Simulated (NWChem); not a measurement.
System: PbSi2H6, singlet; SMILES [SiH3][Pb][SiH3]

Here is an NWChem input.

```
start job
memory heap 200 mb stack 900 mb global 1100 mb
geometry units angstroms noautoz
  Pb     0.000000     0.000000     0.883505
  Si    -1.813597     0.245553    -1.173747
  H     -2.107573    -1.170517    -1.624828
  H     -1.286304     0.984291    -2.381399
  H     -3.138622     0.867994    -0.801672
  Si     1.813597    -0.245553    -1.173747
  H      2.107573     1.170517    -1.624828
  H      1.286304    -0.984291    -2.381399
  H      3.138622    -0.867994    -0.801672
end
basis spherical
  Pb library def2-svp
  Si library def2-svp
  H library def2-svp
end
ecp
  Pb library def2-ecp
end
dft
  xc b3lyp
  iterations 150
  mulliken
end
task dft energy
```

Low-valent species are run as closed-shell singlets; no triplet was tried in these runs. The geometry was optimised at PBE-D3(BJ)/def2-SVP. def2 effective core potentials on Pb; no spin-orbit coupling.

Task: Predict the main results of this run. (B3LYP/def2-SVP with def2 effective core potentials on Pb.) Quantities: energy (Ha); highest occupied level (eV); orbital gap (eV); dipole (D).

Result: 
- energy (Ha) = -775.37
- highest occupied level (eV) = -6.30
- orbital gap (eV) = 2.83
- dipole (D) = 2.25
